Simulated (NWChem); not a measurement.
TiNH2SCl; SMILES [NH2][Ti](=[S])[Cl]

```xyz
6

Ti     0.2064     0.0528    -0.0427
S     -0.9690     1.7307     0.0155
Cl    -0.6264    -2.0120    -0.0292
N      1.9451     0.4343     0.4558
H      2.6568    -0.2801     0.6126
H      2.3165     1.3509     0.6961
```
Atoms are numbered in this order, from 1.

All runs use the structure optimised with PBE0/def2-SVP.

Problem. Give the principal values of the shielding tensors (ppm) of Ti1, S2, Cl3, N4 from LDA (Slater exchange, VWN5)/pcSseg-1, GIAO (NWChem), with their diamagnetic and paramagnetic parts as GIAO splits them.

Solution. 
```
atom      σ11      σ22     σ33  isotropic  diamagnetic  paramagnetic
----  -------  -------  ------  ---------  -----------  ------------
Ti1   -2121.9  -1974.4  -433.2    -1509.9       1612.3       -3122.1
S2    -2520.7  -1420.4   636.9    -1101.4       1058.8       -2160.2
Cl3    -354.2    419.5   710.2      258.5       1148.6        -890.1
N4     -441.9    153.7   193.5      -31.6        320.9        -352.5
```
